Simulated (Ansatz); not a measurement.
Stretching the Si1–F2 bond in F2Si (SMILES F[Si]F) (multiplicity 1 held, fragments rigid). Energies count from the point at 1.609 Å.
Geometry at that point (charge 0, multiplicity 1):
```csv
atom,x (Å),y (Å),z (Å)
Si,0.0130,0.0021,0.5770
F,1.0115,-0.7030,-0.4692
F,-1.0318,0.6997,-0.4283
```

Signs of static correlation in cc-pV(D+d)Z, with CASSCF(6,4), from Ansatz (a first-principles code) runs.

```json
[
 {"R (Å)": "1.287", "T1 of restricted CCSD": "0.013", "⟨S²⟩ of UHF": "0.000", "largest double amplitude of restricted CCSD": "0.117", "weight of the CASSCF reference in MRCISD": "0.914", "CASSCF natural occupations": "2.00 2.00 1.99 0.01"},
 {"R (Å)": "1.448", "T1 of restricted CCSD": "0.014", "⟨S²⟩ of UHF": "0.000", "largest double amplitude of restricted CCSD": "0.117", "weight of the CASSCF reference in MRCISD": "0.912", "CASSCF natural occupations": "2.00 2.00 1.99 0.01"},
 {"R (Å)": "1.609", "T1 of restricted CCSD": "0.016", "⟨S²⟩ of UHF": "0.000", "largest double amplitude of restricted CCSD": "0.116", "weight of the CASSCF reference in MRCISD": "0.910", "CASSCF natural occupations": "2.00 2.00 1.99 0.01"},
 {"R (Å)": "1.770", "T1 of restricted CCSD": "0.018", "⟨S²⟩ of UHF": "0.000", "largest double amplitude of restricted CCSD": "0.112", "weight of the CASSCF reference in MRCISD": "0.909", "CASSCF natural occupations": "2.00 2.00 1.98 0.02"},
 {"R (Å)": "1.931", "T1 of restricted CCSD": "0.020", "⟨S²⟩ of UHF": "0.000", "largest double amplitude of restricted CCSD": "0.104", "weight of the CASSCF reference in MRCISD": "0.908", "CASSCF natural occupations": "2.00 2.00 1.98 0.03"},
 {"R (Å)": "2.172", "T1 of restricted CCSD": "0.023", "⟨S²⟩ of UHF": "0.000", "largest double amplitude of restricted CCSD": "0.083", "weight of the CASSCF reference in MRCISD": "0.908", "CASSCF natural occupations": "2.00 2.00 1.96 0.04"},
 {"R (Å)": "2.414", "T1 of restricted CCSD": "0.028", "⟨S²⟩ of UHF": "0.000", "largest double amplitude of restricted CCSD": "0.102", "weight of the CASSCF reference in MRCISD": "0.908", "CASSCF natural occupations": "2.00 2.00 1.93 0.07"},
 {"R (Å)": "2.816", "T1 of restricted CCSD": "0.042", "⟨S²⟩ of UHF": "0.843", "largest double amplitude of restricted CCSD": "[?]", "weight of the CASSCF reference in MRCISD": "0.909", "CASSCF natural occupations": "2.00 2.00 1.79 0.21"},
 {"R (Å)": "3.218", "T1 of restricted CCSD": "0.069", "⟨S²⟩ of UHF": "0.973", "largest double amplitude of restricted CCSD": "0.274", "weight of the CASSCF reference in MRCISD": "0.910", "CASSCF natural occupations": "2.00 2.00 1.53 0.47"},
 {"R (Å)": "3.701", "T1 of restricted CCSD": "0.124", "⟨S²⟩ of UHF": "1.010", "largest double amplitude of restricted CCSD": "[?]", "weight of the CASSCF reference in MRCISD": "0.911", "CASSCF natural occupations": "2.00 2.00 1.27 0.73"},
 {"R (Å)": "4.344", "T1 of restricted CCSD": "0.199", "⟨S²⟩ of UHF": "1.022", "largest double amplitude of restricted CCSD": "1.142", "weight of the CASSCF reference in MRCISD": "0.911", "CASSCF natural occupations": "2.00 2.00 1.10 0.90"},
 {"R (Å)": "5.149", "T1 of restricted CCSD": "0.245", "⟨S²⟩ of UHF": "1.022", "largest double amplitude of restricted CCSD": "1.653", "weight of the CASSCF reference in MRCISD": "0.911", "CASSCF natural occupations": "2.00 2.00 1.03 0.97"}
]
```

Problem. Complete the blanks.

Solution. 
- 2.816, largest double amplitude of restricted CCSD: 0.159
- 3.701, largest double amplitude of restricted CCSD: 0.560

Doubts at one or more of the structures used: active orbitals that take no part (SC-NEVPT2 on CASSCF(6,4)/cc-pV(D+d)Z); a restricted determinant that unrestricted orbitals would lower (R-CCSD(T)/cc-pV(D+d)Z); T1 above 0.05 (R-CCSD(T)/cc-pV(D+d)Z, U-CCSD(T)/cc-pV(D+d)Z); other coupled-cluster roots lie near (R-CCSD(T)/cc-pV(D+d)Z); a spin-contaminated determinant (U-CCSD(T)/cc-pV(D+d)Z).
